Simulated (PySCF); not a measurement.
# Correlation energy of Yb²⁺ (ytterbium, charge +2)

[Xe] 4f14, closed-shell 1S. Computed with PySCF 2.14 in cc-pVTZ-X2C, with scalar relativity by spin-free X2C-1e. Frozen: [Ar] 3d10; 40 electrons correlated.

MP2 pair energies summed by pair of shells (mhartree):

| pair | energy | share (%) |
| --- | --- | --- |
| 4f-4f | -815.01 | 35.6 |
| 4d-4f | -416.61 | 18.2 |
| 4f-5p | -340.23 | 14.8 |
| 5p-5p | -129.81 | 5.7 |
| 4p-4f | -123.64 | 5.4 |
| 4d-4d | -106.35 | 4.6 |
| 4f-5s | -82.74 | 3.6 |
| 4p-4d | -68.50 | 3.0 |
| 4d-5p | -50.27 | 2.2 |
| 5s-5p | -35.85 | 1.6 |
| 4s-4f | -28.90 | 1.3 |
| 4d-5s | -23.09 | 1.0 |
| 4s-4d | -18.27 | 0.8 |
| 4p-4p | -17.92 | 0.8 |
| 4p-5p | -9.93 | 0.4 |
| 4s-4p | -8.86 | 0.4 |
| 5s-5s | -6.95 | 0.3 |
| 4p-5s | -5.11 | 0.2 |
| 4s-4s | -1.68 | 0.1 |
| 4s-5p | -1.53 | 0.1 |
| 4s-5s | -0.65 | 0.0 |

Total MP2 correlation energy: -2291.9 mhartree.

Same-spin part -872.00 and opposite-spin part -1419.9 mhartree; SCS-MP2 scales them by 1/3 and 6/5 to -1994.5 mhartree.

This basis was not built for core-valence correlation, so the inner-shell part is incomplete.
